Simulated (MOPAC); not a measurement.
MOPAC input (AM1):

```
AM1 FORCE THERMO(298,298) PRECISE LET GEO-OK AUX(PRECISION=9) THREADS=1
C3H5Cl

C    -2.37413156 1    0.05694622 1   -0.06589581 1
C    -0.94891562 1    0.44083779 1   -0.06177065 1
C     0.04153317 1   -0.44883530 1    0.03911369 1
Cl    1.67911432 1   -0.01266411 1    0.04426257 1
H    -2.85685895 1    0.39635499 1   -1.01701936 1
H    -2.90331981 1    0.54943888 1    0.78866364 1
H    -2.51182519 1   -1.04850186 1    0.02428113 1
H    -0.74844280 1    1.52216612 1   -0.14827027 1
H    -0.10626434 1   -1.53288074 1    0.12719701 1
```

Output:

```
 *******************************************************************************
 **                                                                           **
 **                              MOPAC v23.2.5                                **
 **                                                                           **
 *******************************************************************************
 ** MOPAC's Digital Object Identifier: https://doi.org/10.5281/zenodo.6511958 **
 **                                                                           **
 ** Please cite the open-source release paper for use of this MOPAC version:  **
 ** J. E. Moussa and J. J. P. Stewart (2026)                                  **
 ** MOPAC: An open-source semiempirical molecular orbital program             **
 ** J. Open Source Softw., 11(119), 8025, https://doi.org/10.21105/joss.08025 **
 *******************************************************************************

                              AM1 CALCULATION RESULTS

 *******************************************************************************
 *  AM1        - The AM1 Hamiltonian to be used
 *  GEO-OK     - OVERRIDE INTERATOMIC DISTANCE AND OTHER SAFETY CHECKS
 *  LET        - OVERRIDE SOME SAFETY CHECKS
 *  PRECISE    - TIGHTER CRITERIA TO BE USED
 *  FORCE      - FORCE CALCULATION SPECIFIED
 *  AUX        - OUTPUT AUXILIARY INFORMATION
 *  THERMO     - THERMODYNAMIC QUANTITIES TO BE CALCULATED
 *******************************************************************************
AM1 FORCE THERMO(298,298) PRECISE LET GEO-OK AUX(PRECISION=9) THREADS=1
 C3H5Cl

   ATOM   CHEMICAL          X               Y               Z
  NUMBER   SYMBOL      (ANGSTROMS)     (ANGSTROMS)     (ANGSTROMS)

     1       C         -2.37413156  *   0.05694622  *  -0.06589581  *
     2       C         -0.94891562  *   0.44083779  *  -0.06177065  *
     3       C          0.04153317  *  -0.44883530  *   0.03911369  *
     4      Cl          1.67911432  *  -0.01266411  *   0.04426257  *
     5       H         -2.85685895  *   0.39635499  *  -1.01701936  *
     6       H         -2.90331981  *   0.54943888  *   0.78866364  *
     7       H         -2.51182519  *  -1.04850186  *   0.02428113  *
     8       H         -0.74844280  *   1.52216612  *  -0.14827027  *
     9       H         -0.10626434  *  -1.53288074  *   0.12719701  *

          CARTESIAN COORDINATES

    NO.       ATOM           X           Y           Z

     1         C         -2.3741      0.0569     -0.0659
     2         C         -0.9489      0.4408     -0.0618
     3         C          0.0415     -0.4488      0.0391
     4        Cl          1.6791     -0.0127      0.0443
     5         H         -2.8569      0.3964     -1.0170
     6         H         -2.9033      0.5494      0.7887
     7         H         -2.5118     -1.0485      0.0243
     8         H         -0.7484      1.5222     -0.1483
     9         H         -0.1063     -1.5329      0.1272

  H: (AM1): M.J.S. DEWAR ET AL, J. AM. CHEM. SOC. 107 3902-3909 (1985)
  C: (AM1): M.J.S. DEWAR ET AL, J. AM. CHEM. SOC. 107 3902-3909 (1985)
 Cl: (AM1): M.J.S. DEWAR AND E. G. ZOEBISCH, THEOCHEM, 180, 1 (1988).

           Empirical Formula: C3 H5 Cl  =     9 atoms

[...]
 FORCE CONSTANT     11.3033

 VIBRATION         17    7A"         ATOM PAIR     ENERGY CONTRIBUTION    RADIAL
 FREQUENCY          3042.50         C 1 -- H 5         +49.1% ( 72.2%)     97.6%
 TRANSITION DIPOLE   0.1438         C 1 -- H 6         +49.1% ( 72.2%)     97.6%
 TRAVEL (Ang.)       0.2099         C 1 -- C 2          +0.9% (  9.7%)      0.0%
 REDUCED MASS        0.5032         C 1 -- H 7          +0.8% (  9.4%)      0.0%
 EFFECTIVE MASS      1.4686
 FORCE CONSTANT      2.7446

 VIBRATION         18   11A'         ATOM PAIR     ENERGY CONTRIBUTION    RADIAL
 FREQUENCY          3053.17         C 1 -- H 7         +60.1% ( 79.9%)     99.2%
 TRANSITION DIPOLE   0.0894         C 1 -- H 6         +19.1% ( 45.0%)     87.2%
 TRAVEL (Ang.)       0.2199         C 1 -- H 5         +19.1% ( 45.0%)     87.2%
 REDUCED MASS        0.4569         C 1 -- C 2          +1.0% ( 10.1%)      0.2%
 EFFECTIVE MASS      1.4754
 FORCE CONSTANT      2.5095

 VIBRATION         19   12A'         ATOM PAIR     ENERGY CONTRIBUTION    RADIAL
 FREQUENCY          3143.69         C 1 -- H 7         +32.6% ( 55.3%)     96.9%
 TRANSITION DIPOLE   0.1719         C 1 -- H 5         +28.7% ( 51.9%)     96.3%
 TRAVEL (Ang.)       0.2769         C 1 -- H 6         +28.7% ( 51.9%)     96.3%
 REDUCED MASS        0.2797         C 2 -- H 8          +8.8% ( 28.7%)     99.4%
 EFFECTIVE MASS      1.1555
 FORCE CONSTANT      1.6288

 VIBRATION         20   13A'         ATOM PAIR     ENERGY CONTRIBUTION    RADIAL
 FREQUENCY          3158.89         C 2 -- H 8         +53.6% ( 74.0%)    100.0%
 TRANSITION DIPOLE   0.0679         C 3 -- H 9         +36.9% ( 61.5%)     99.9%
 TRAVEL (Ang.)       0.2276         C 1 -- H 7          +4.5% ( 21.3%)     98.4%
 REDUCED MASS        0.4119         C 2 -- C 3          +1.4% ( 12.2%)     37.4%
 EFFECTIVE MASS      1.4378
 FORCE CONSTANT      2.4217

 VIBRATION         21   14A'         ATOM PAIR     ENERGY CONTRIBUTION    RADIAL
 FREQUENCY          3176.61         C 3 -- H 9         +61.0% ( 78.5%)     99.9%
 TRANSITION DIPOLE   0.6488         C 2 -- H 8         +35.8% ( 60.1%)    100.0%
 TRAVEL (Ang.)       0.2103         C 1 -- H 7          +1.1% ( 10.3%)     98.2%
 REDUCED MASS        0.4801         C 2 -- C 3          +0.7% (  8.4%)     71.8%
 EFFECTIVE MASS      1.4144
 FORCE CONSTANT      2.8544

      SYMMETRY NUMBER FOR POINT-GROUP Cs  =  1

          SYSTEM IS A GROUND STATE

 C3H5Cl

          MOLECULE IS NOT LINEAR

          THERE ARE 21 GENUINE VIBRATIONS IN THIS SYSTEM
          THIS THERMODYNAMICS CALCULATION IS LIMITED TO
          MOLECULES WHICH HAVE NO INTERNAL ROTATIONS

                    CALCULATED THERMODYNAMIC PROPERTIES
                                          *
   TEMP. (K)   PARTITION FUNCTION   H.O.F.    ENTHALPY  HEAT CAPACITY ENTROPY
                                   KCAL/MOL   CAL/MOLE    CAL/K/MOL  CAL/K/MOL

 298.00  VIB.     0.5282D+01                  1380.9454     9.7880     7.9413
         ROT.     0.5571D+05                   888.2803     2.9808    24.6967
         INT.     0.2942D+06                  2269.2257    12.7688    32.6380
         TRA.     0.6472D+27                  1480.4672     4.9680    38.9183
         TOT.                       -4.100    3749.6929    17.7368    71.5563

   *: NOTE: HEATS OF FORMATION ARE RELATIVE TO THE
            ELEMENTS IN THEIR STANDARD STATE AT 298K
              (=  Standard Enthalpy of Formation).

            Hvib:  Zero-point energy is not included.
                   frequencies of less than zero cm-1 are not included.
            Hrot = (3/2)RT
            Htra = (3/2)RT + pV = (5/2)RT

            Heat capacity is Cp, not Cv

          For more information, see: HTTP://OpenMOPAC.net/Manual/thermochemistry.html

           FORCE CONSTANT IN CARTESIAN COORDINATES (Millidynes/A)

    ATOM   CHEMICAL       X               Y               Z
   NUMBER   SYMBOL  FORCE CONSTANT  FORCE CONSTANT  FORCE CONSTANT

      1       C        9.407727        8.158450        7.642236
      2       C       11.892384       13.257773        2.447066
      3       C        8.951047       13.045555        1.732112
      4      Cl        4.961217        0.493703        0.172831
      5       H        1.290999        1.695086        3.665674
      6       H        1.290991        1.695078        3.665690
      7       H        1.478235        4.645604        0.647195
      8       H        1.723704        4.715870        0.371376
      9       H        1.479856        4.912931        0.344272

 **********************
 *                    *
 * JOB ENDED NORMALLY *
 *                    *
 **********************

 == MOPAC DONE ==
```
